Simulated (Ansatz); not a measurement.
Steps of a relaxation of `[SiH3][SiH]1C=CS1` with RKS PBE0-D4/def2-TZVP.

```sh
$ ansatz run in.yaml --threads 4 --pin off --events-out ev --progress --plain --max-ram 10444MiB
```

```yaml
crystal:
  periodic: [false, false, false]
  atoms:
    - {symbol: Si, position_ang: [-1.938689, 0.026410, 0.604106]}
    - {symbol: Si, position_ang: [0.359577, 0.499853, 0.614278]}
    - {symbol: C, position_ang: [1.468302, -0.791559, -0.142452]}
    - {symbol: C, position_ang: [1.685791, -0.096507, -1.293924]}
    - {symbol: S, position_ang: [0.890729, 1.516225, -1.285417]}
    - {symbol: H, position_ang: [-2.729457, 1.301565, 0.732220]}
    - {symbol: H, position_ang: [-2.273406, -0.642631, -0.699914]}
    - {symbol: H, position_ang: [-2.313651, -0.885402, 1.744212]}
    - {symbol: H, position_ang: [0.820825, 1.222856, 1.851367]}
    - {symbol: H, position_ang: [1.836643, -1.801321, 0.083945]}
    - {symbol: H, position_ang: [2.258736, -0.406390, -2.187720]}
basis:
  gaussian: {orbitals: def2-TZVP}
hamiltonian: {xc: pbe0, dispersion: d4}
relax: {f_tol: 0.005, max_steps: 150}
```

Positions (Å) and forces (eV/Å) along the path, 9 of 9 steps:

```xyz
11
step=1 energy=-28750.7050 eV
Si   -1.939    0.026    0.604   -0.186   -0.046    0.006
Si    0.360    0.500    0.614    0.228    0.080   -0.353
C     1.468   -0.792   -0.142    0.128    0.358   -0.615
C     1.686   -0.097   -1.294   -0.040   -0.327    0.391
S     0.891    1.516   -1.285    0.133   -0.669    0.453
H    -2.729    1.302    0.732    0.176   -0.267   -0.023
H    -2.273   -0.643   -0.700    0.071    0.137    0.280
H    -2.314   -0.885    1.744    0.080    0.190   -0.239
H     0.821    1.223    1.851   -0.081   -0.155   -0.254
H     1.837   -1.801    0.084   -0.186    0.546   -0.151
H     2.259   -0.406   -2.188   -0.325    0.153    0.505
11
step=2 energy=-28750.7539 eV
Si   -1.932    0.023    0.603   -0.073   -0.020   -0.012
Si    0.353    0.501    0.602    0.197    0.019   -0.160
C     1.466   -0.779   -0.143   -0.049    0.062   -0.120
C     1.678   -0.100   -1.287   -0.012    0.031    0.130
S     0.902    1.509   -1.266    0.025   -0.258    0.106
H    -2.710    1.289    0.731    0.039   -0.065   -0.004
H    -2.264   -0.639   -0.689    0.008    0.032    0.066
H    -2.305   -0.881    1.731    0.034    0.049   -0.052
H     0.813    1.212    1.830   -0.032   -0.037   -0.047
H     1.826   -1.779    0.079   -0.050    0.133   -0.044
H     2.238   -0.413   -2.171   -0.088    0.051    0.138
11
step=3 energy=-28750.7543 eV
Si   -1.928    0.021    0.603    0.011    0.024    0.017
Si    0.353    0.507    0.589   -0.081   -0.084   -0.071
C     1.442   -0.785   -0.154    0.095    0.067    0.096
C     1.702   -0.089   -1.271   -0.248   -0.021   -0.064
S     0.891    1.497   -1.274    0.139    0.040    0.024
H    -2.704    1.282    0.734   -0.032    0.018    0.002
H    -2.270   -0.645   -0.677   -0.014   -0.015   -0.021
H    -2.282   -0.874    1.737   -0.005   -0.017    0.019
H     0.808    1.211    1.816    0.028    0.005    0.005
H     1.786   -1.785    0.062    0.041   -0.025    0.017
H     2.269   -0.397   -2.145    0.065    0.008   -0.023
11
step=4 energy=-28750.7583 eV
Si   -1.932    0.025    0.602   -0.011   -0.003    0.001
Si    0.351    0.504    0.592    0.022   -0.046   -0.010
C     1.450   -0.781   -0.146    0.021   -0.021   -0.043
C     1.682   -0.092   -1.275    0.074   -0.050   -0.107
S     0.909    1.506   -1.261   -0.008    0.054    0.005
H    -2.716    1.284    0.716   -0.001    0.001    0.007
H    -2.267   -0.656   -0.674   -0.011   -0.007    0.001
H    -2.284   -0.861    1.746    0.000    0.001   -0.006
H     0.809    1.200    1.824    0.002    0.014    0.010
H     1.810   -1.783    0.049   -0.033    0.014    0.071
H     2.253   -0.404   -2.150   -0.055    0.042    0.070
11
step=5 energy=-28750.7596 eV
Si   -1.932    0.024    0.601    0.001    0.006   -0.006
Si    0.352    0.504    0.588    0.000    0.004   -0.001
C     1.451   -0.781   -0.149   -0.003   -0.003    0.004
C     1.686   -0.094   -1.279    0.004   -0.003   -0.004
S     0.913    1.508   -1.264    0.008   -0.003    0.000
H    -2.715    1.282    0.726    0.000   -0.002    0.005
H    -2.275   -0.651   -0.677   -0.006   -0.003    0.004
H    -2.280   -0.869    1.741    0.000   -0.002    0.001
H     0.809    1.202    1.820   -0.004    0.001   -0.003
H     1.802   -1.780    0.067    0.003   -0.003    0.001
H     2.255   -0.403   -2.152   -0.002    0.008   -0.001
11
step=6 energy=-28750.7598 eV
Si   -1.934    0.024    0.601   -0.001   -0.001   -0.006
Si    0.351    0.504    0.584    0.001    0.004   -0.009
C     1.452   -0.782   -0.150    0.006   -0.003    0.003
C     1.690   -0.095   -1.279   -0.006    0.008    0.004
S     0.918    1.507   -1.266    0.002   -0.003   -0.009
H    -2.716    1.282    0.738   -0.001    0.001    0.003
H    -2.287   -0.645   -0.678   -0.002   -0.001    0.002
H    -2.275   -0.874    1.738    0.000   -0.001    0.002
H     0.800    1.207    1.815    0.004   -0.005    0.002
H     1.804   -1.781    0.069   -0.004   -0.001    0.000
H     2.261   -0.404   -2.152    0.000    0.002    0.008
11
step=7 energy=-28750.7599 eV
Si   -1.936    0.024    0.601    0.001    0.002    0.000
Si    0.349    0.505    0.579   -0.004    0.000   -0.004
C     1.451   -0.782   -0.150    0.002    0.000    0.001
C     1.694   -0.095   -1.278    0.003   -0.003   -0.002
S     0.921    1.506   -1.270   -0.003    0.001    0.004
H    -2.718    1.281    0.745   -0.002   -0.001    0.001
H    -2.296   -0.643   -0.677   -0.001    0.000    0.001
H    -2.271   -0.876    1.738    0.000    0.000   -0.001
H     0.799    1.206    1.811    0.002    0.000    0.001
H     1.802   -1.781    0.070   -0.001    0.001   -0.001
H     2.270   -0.403   -2.148    0.002   -0.001    0.000
11
step=8 energy=-28750.7599 eV
Si   -1.938    0.026    0.601   -0.001   -0.007    0.003
Si    0.347    0.504    0.575   -0.006    0.007   -0.001
C     1.450   -0.783   -0.151   -0.002    0.000    0.002
C     1.698   -0.096   -1.278    0.000   -0.004   -0.003
S     0.923    1.505   -1.273   -0.001    0.004    0.003
H    -2.723    1.280    0.753    0.005    0.002    0.000
H    -2.303   -0.639   -0.676    0.000    0.000   -0.001
H    -2.266   -0.878    1.738   -0.001    0.000    0.000
H     0.798    1.207    1.807    0.002    0.001    0.001
H     1.801   -1.781    0.070    0.001   -0.001    0.000
H     2.278   -0.403   -2.145    0.004   -0.002   -0.002
11
step=9 energy=-28750.7599 eV
Si   -1.939    0.025    0.601   -0.002    0.002    0.001
Si    0.346    0.505    0.574   -0.001   -0.002    0.000
C     1.450   -0.783   -0.151    0.001    0.001   -0.001
C     1.699   -0.096   -1.278    0.002   -0.003    0.000
S     0.924    1.505   -1.275   -0.004    0.004    0.001
H    -2.720    1.281    0.755   -0.001    0.000    0.000
H    -2.307   -0.638   -0.676    0.001    0.000   -0.001
H    -2.267   -0.880    1.737    0.001    0.001   -0.001
H     0.797    1.208    1.805    0.000    0.000    0.002
H     1.801   -1.781    0.071    0.001   -0.001    0.000
H     2.280   -0.403   -2.144    0.001   -0.002   -0.001
```

Run time 31 s (4 threads of an Arm Neoverse V2 on a shared host); peak host memory 0.62 GiB.
